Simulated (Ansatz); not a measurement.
Mg₃Te₃. Total charge 0; quintet. Geometry PBE0-D4/def2-SVP; atoms count from 1.

```xyz
6

Mg    0.529    0.418   -2.317
Mg   -0.587   -2.320   -0.308
Mg   -0.529    0.947    0.996
Te    1.745   -0.578    0.184
Te    0.238    2.779   -0.757
Te   -1.395   -1.246    2.202
```

In the def2 sets Te takes a core potential; there is no spin–orbit coupling. At PBE0-D4/def2-TZVP a singlet of charge 0 lies 3.64 eV below the quintet, each at its own geometry. The structure comes from a short search, and lower isomers may exist.

Estimate the Mulliken populations from the PBE0/def2-TZVP orbitals of Ansatz.


```
atom  charge (e)  spin (α − β)
 Mg1        0.27          0.83
 Mg2        0.27          0.82
 Mg3        0.52         -0.07
 Te4       -0.34          0.84
 Te5       -0.36          0.79
 Te6       -0.36          0.79
```
Mulliken values and Mayer orders depend strongly on the basis.

Where does the spin sit?

Summed by element: Mg 1.58, Te 2.42, of 4 unpaired in all. Largest on single atoms: Te4 0.84, Mg1 0.83, Mg2 0.82.

And the Mayer bond orders between bonded heavy atoms (over 0.3)?

Mg1–Te4 0.51 (2.95 Å); Mg1–Te5 0.60 (2.84 Å); Mg2–Te4 0.51 (2.95 Å); Mg2–Te6 0.60 (2.85 Å); Mg3–Te4 0.44 (2.86 Å); Mg3–Te5 0.84 (2.65 Å); Mg3–Te6 0.84 (2.65 Å). Values over 0.3 also appear between atoms too far apart for a bond (Te4–Te6 0.30 at 3.79 Å); they arise where an orbital or an unpaired electron spreads over both atoms.
